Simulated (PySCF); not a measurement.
# [Bi(OH)2]+ at several levels of theory

Computed with PySCF 2.14.0 (density fitting, no spin-orbit coupling) at the geometry relaxed with r2SCAN:

```xyz
5
[Bi(OH)2]+ (singlet)
Bi    0.0000    0.0000   -0.4943
O     1.4057   -0.0325    0.9667
H     2.3447   -0.0589    0.7025
O    -1.4057    0.0325    0.9667
H    -2.3447    0.0589    0.7025
```

| level | basis | state | HOMO (eV) | gap (eV) | charge on Bi1 (e) | dipole about the centre of mass (D) | largest force component (eV/Å) |
| --- | --- | --- | --- | --- | --- | --- | --- |
| r2SCAN | Bi def2-SVP with ECP60, O def2-SVP, H def2-SVP | singlet | -13.31 | 3.39 | 1.32 | 3.20 | 0.01 |
| B3LYP | the same | singlet | -14.17 | 4.64 | 1.32 | 3.33 | 0.10 |
| TPSS | the same | singlet | -13.02 | 3.17 | 1.27 | 2.97 | 0.50 |
| TPSSh | the same | singlet | -13.61 | 3.99 | 1.32 | 3.21 | 0.13 |
| r2SCAN | Bi def2-TZVP with ECP60, O def2-TZVP, H def2-TZVP | singlet | -13.46 | 3.49 | 1.35 | 3.16 | 1.24 |
| r2SCAN | Bi x2c-SVPall, O x2c-SVPall, H x2c-SVPall | singlet | -13.33 | 3.37 | 1.37 | 3.20 | 0.43 |

Charges are Mulliken's, which hang on the basis. The relaxation used the grid (50, 194), these runs (75, 302) or, all-electron (x2c bases, spin-free X2C Hamiltonian), (99, 590).

Q: What does BP86 with Bi def2-SVP with ECP60, O def2-SVP, H def2-SVP give here?

A: state singlet, HOMO (eV) -13.08, gap (eV) 3.04, charge on Bi1 (e) 1.23, dipole about the centre of mass (D) 2.85, largest force component (eV/Å) 0.67. Time: 1.7 s on 2 threads of Arm Neoverse V2 (shared host), from an already converged density.

In the first row's basis the gap widens with exact exchange: 3.0 to 3.4 eV for BP86, TPSS, r2SCAN (none); 4.0 to 4.6 eV for TPSSh, B3LYP (a fixed share).

No frequency check is given that shows the relaxed geometry to be a minimum.
